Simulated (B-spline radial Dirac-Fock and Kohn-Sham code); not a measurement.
**Relative photoemission cross sections at 4000 eV: 4f5/2, 4f7/2, Ce to W**

Level of theory: independent-particle photoionisation in a Dirac-Hartree-Slater potential with a Latter tail, all multipoles, thresholds from Dirac-Fock ΔSCF; a radial B-spline solver. Cross sections are relative to C 1s, computed as 0.7121 kb at this energy; β is from the dipole term. Free atoms in their tabulated ground configurations, whose changes along a row show as steps; without correlation, outer binding energies come out low.

```
 Z  element  σ 4f5/2  σ 4f7/2  β 4f7/2  binding 4f7/2 (eV)
58       Ce   0.0138   0.0175     0.73                9.93
59       Pr   0.0454   0.0573     0.75                4.16
60       Nd   0.0744   0.0939     0.76                4.59
61       Pm    0.113    0.142     0.77                4.91
62       Sm    0.162    0.204     0.78                5.14
63       Eu    0.226    0.283     0.79                5.28
64       Gd    0.287    0.361     0.81               12.46
65       Tb    0.402    0.503     0.82                5.36
66       Dy    0.521    0.650     0.83                5.30
67       Ho    0.664    0.828     0.84                5.19
68       Er    0.836     1.04     0.85                5.02
69       Tm     1.04     1.29     0.86                4.80
70       Yb     1.28     1.58     0.87                4.68
71       Lu     1.53     1.90     0.88               12.42
72       Hf     1.81     2.25     0.89               20.66
73       Ta     2.12     2.64     0.90               29.46
74        W     2.47     3.08     0.91               38.78
```
